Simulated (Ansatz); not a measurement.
C4H5 (SMILES [CH2-]C#CC), charge -1, singlet, geometry from GFN2-xTB (a gas-phase anion, which may not be bound at this level); WB97X/6-311G** (Ansatz, a quantum-chemistry and plane-wave program).

The Ansatz input:
Ansatz 0.2 input:
```yaml
crystal:
  periodic: [false, false, false]
  atoms:
    - {symbol: C, position_ang: [-0.02689703, 0.01898413, 2.00101260]}
    - {symbol: C, position_ang: [-0.00904766, -0.04049079, 0.66114669]}
    - {symbol: C, position_ang: [0.00789498, -0.42450959, -0.53346907]}
    - {symbol: C, position_ang: [0.02444904, 0.23607485, -1.86598431]}
    - {symbol: H, position_ang: [-0.95631018, 0.02398960, 2.57125672]}
    - {symbol: H, position_ang: [0.88696065, 0.03044252, 2.59575182]}
    - {symbol: H, position_ang: [-0.01375398, 1.34661131, -1.85047335]}
    - {symbol: H, position_ang: [0.93433358, -0.04072948, -2.41968026]}
    - {symbol: H, position_ang: [-0.82962597, -0.10066542, -2.47309051]}
basis:
  gaussian:
    orbitals: 6-311G__.json
hamiltonian:
  xc: {name: wB97X}
total_charge: -1
```
The basis file holds 6-311G** in the JSON format of the Basis Set Exchange.

Problem. Write the output that Ansatz gives for this input, abridged.

Solution. 
```
Functional definition: wB97X
804 factors; their error is unknown
225 factors; integrals over basis functions are off by at most 1.5e-5 eV
mean field evaluation 1: about -4224.8667 eV, gradient 2.4e1 eV
mean field evaluation 2: about -4225.9245 eV, gradient 1.5e1 eV
mean field evaluation 4: about -4226.4361 eV, gradient 2.1e0 eV
mean field evaluation 8: about -4226.4532 eV, gradient 1.5e-1 eV
mean field evaluation 16: about -4226.4317 eV, gradient 1.6e-4 eV
mean field -4226.43173493 eV, -155.3185014804 hartree, gradient 2.0e-5 eV, S^2 0.000000; 0 other end points of the search recorded, 0 dependent functions left out
reference -4226.43170330 eV, -155.3185003181 hartree; 15, 15 occupied and 87, 87 virtual orbitals, 804 factors
Total energy: -4226.43170330 eV, -155.3185003181 hartree
```
